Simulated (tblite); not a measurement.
Species: C4H11AlO2S.
Cartesian coordinates in Å at the GFN2-xTB level; atoms count from 1:
```xyz
19
C4H11AlO2S angstrom
C      2.3882   -1.1447   -0.7323
C      1.9378    0.2188   -0.3481
O      2.5629    1.2405   -0.3665
O      0.6372    0.1949    0.0661
C      0.0923    1.4001    0.5510
S     -1.5476    0.9918    1.1613
C     -2.4854    1.0476   -0.3846
Al    -0.8708   -1.4849    0.3788
H      1.7412   -1.5226   -1.5235
H      2.2594   -1.8071    0.1246
H      3.4239   -1.1275   -1.0555
H      0.6897    1.7860    1.3836
H      0.0378    2.1559   -0.2393
H     -2.3414    2.0142   -0.8578
H     -2.1735    0.2301   -1.0392
H     -3.5286    0.9185   -0.1123
H     -2.3836   -1.7048    0.7096
H      0.1795   -1.8664    1.4803
H     -0.6287   -1.5312   -1.1885
```

Computed values, GFN2-xTB/tblite, gas phase, harmonic and unscaled. Against measured fundamentals such values can be off by several per cent, at times by over 20. Modes of hydrogen on aluminium can be 10 to 20 % off. One conformer, not necessarily the lowest.

Harmonic wavenumbers (cm⁻¹): 26.4, 51.0, 86.6, 98.0, 143.5, 160.3, 168.9, 170.0, 216.5, 259.4, 298.4, 326.7, 410.6, 527.7, 567.5, 585.1, 614.3, 720.2, 752.2, 777.6, 829.3, 858.4, 866.1, 916.1, 950.1, 978.7, 988.9, 1005.5, 1052.4, 1145.4, 1164.9, 1241.0, 1312.8, 1361.9, 1407.2, 1409.2, 1410.8, 1428.7, 1438.7, 1567.8, 1656.1, 1702.9, 1795.7, 2937.9, 2939.7, 2956.6, 2991.8, 3009.7, 3035.8, 3055.7, 3074.6.

A = 2187, B = 977.2, C = 762.1 MHz; mass 150.030 u (most abundant isotopes); point group C1, symmetry number 1.

Task: Zero-point energy?

Result: Half the sum of the wavenumbers: 29726 cm⁻¹ = 84.99 kcal/mol.

Task: What is S at 200 K and 1 bar for an ideal gas of classical rigid rotors and harmonic oscillators?

Result: Translation 38.97, rotation 28.48, vibration 27.50: S = 95.0 cal/(mol K).

Task: And Cp and H(200 K) − H(0)?

Result: Cp = 33.87 cal/(mol K), of which vibrations give 25.92 (their classical limit is 51 R = 101.3); H(200 K) − H(0) = 4.43 kcal/mol without the zero-point energy, 2.84 from vibrations.

Task: How do the functions run with temperature in this model?

Result: 
```
 T (K)  S (cal/(mol K))  Cp (cal/(mol K))  H − H(0) (kcal/mol)  G − H(0) (kcal/mol)  ln q(vib)
   150             86.0              28.8                 2.87               -10.03       4.85
   250            103.1              39.0                 6.26               -19.51       8.43
298.15            110.4              43.9                 8.25               -24.65      10.06
   400            124.7              53.7                13.24               -36.63      13.37
   600            149.5              68.6                25.57               -64.11      19.43
   900            180.2              82.5                48.42              -113.72      27.63
```

q(vib) and H(0) count from the zero-point level.

Task: Which modes carry the vibrational entropy at 200 K?

Result: 26.4 cm⁻¹: 5.29; 51.0 cm⁻¹: 3.99; 86.6 cm⁻¹: 2.96; 98.0 cm⁻¹: 2.72; 143.5 cm⁻¹: 2.01; 160.3 cm⁻¹: 1.81 cal/(mol K); the other 45 give 8.72 together.

Task: Blend soft modes into free rotors: weight 1/[1 + (100 cm⁻¹/ν̃)⁴] for the oscillator and the rest for a rotor with moment μB/(μ + B), μ = h/(8π²ν), B = 10⁻⁴⁴ kg m². What vibrational entropy results?

Result: 24.97 cal/(mol K) in place of 27.50, which changes −T·S at 200 K by +0.51 kcal/mol.

Hindered rotation and anharmonicity are outside this model. Other conformers, if any are populated, would add a mixing term that is left out. The structure is chiral; the term R ln 2 for an equal mix with its mirror image is left out.

The run took 0.82 s of wall time on one thread of an Arm Neoverse V1, no GPU, shared host. The figure is for the frequency step alone.
